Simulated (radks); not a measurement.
Numerical settings for the copper ion Cu3+, [Ar] 3d8. Method: non-relativistic Kohn-Sham, TPSS, spin-unpolarised, spherical densities, point nucleus; meta-GGA in the generalised Kohn-Sham scheme; computed with a radial shooting solver on a logarithmic mesh with Libxc functionals. The defaults (mesh step 0.008 in ln r, mesh end at 40 bohr or more with all orbitals vanishing there, Anderson mixing 0.5 over 9 steps, residual threshold near 1e-9 with the energy settled to 1e-9 hartree or 1e-11 of itself, here a cap of 69 iterations) give E = -1638.056 hartree and 3d at -49.085 eV in 11 iterations. Run on one thread of a shared host, so times are rough (Intel(R) Xeon(R) 6975P-C): 0.05 s of CPU time, 0.05 s wall, 11 iterations on 2476 mesh points. Changes against that run (0 stands for a change within the tolerance of the run):

| setting | iterations | converged | E (mhartree) | e(3d) (meV) | CPU (s) |
|---|---|---|---|---|---|
| mesh step in ln r 0.003 | 15 | yes | 0 | -0.00684 | 0.16 |
| mesh step in ln r 0.03 | 11 | yes | -0.00233 | 0 | 0.02 |
| mesh step in ln r 0.2 | 4 | no | diverged | - | 0 |
| mesh end (bohr) 5 | 11 | yes | +0.0895 | +5.52 | 0.05 |
| mesh end (bohr) 20 | 11 | yes | 0 | 0 | 0.05 |
| residual threshold 0.01 | 10 | yes | 0 | -0.504 | 0.05 |
| residual threshold 1e-13 | 69 | no | 0 | -0.00426 | 0.19 |
| mixing 2.5 | 15 | yes | 0 | +0.00699 | 0.07 |
| linear mixing, mixing 0.05 | 69 | no | +0.119 | -843 | 0.26 |
| linear mixing, mixing 0.5 | 22 | yes | 0 | -0.0157 | 0.08 |
| mixing history 2 | 15 | yes | 0 | -0.0111 | 0.06 |
| iteration cap 8 | 8 | no | 0 | -6.6 | 0.04 |

No run marked as converged misses the energy by more than 1 mhartree. A mesh that ends early acts as a hard wall.
